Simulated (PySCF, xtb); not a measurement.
O2S2, SMILES O=S(=O)=S.

Harmonic wavenumbers (cm⁻¹) from GFN2-xTB in xtb 6.7.1 at its own minimum, in rising order: 261, 277, 421, 637, 1136, 1277.

Q: What does PySCF with B3LYP-D3(BJ)/def2-SVP give at its own minimum? (The exact figures need the calculation; the answer reports its results.)

A: 332, 380, 448, 646, 1148, 1337. Paired by order, the mean absolute difference is 47 cm⁻¹ and the zero-point energies are 5.7 and 6.1 kcal/mol.
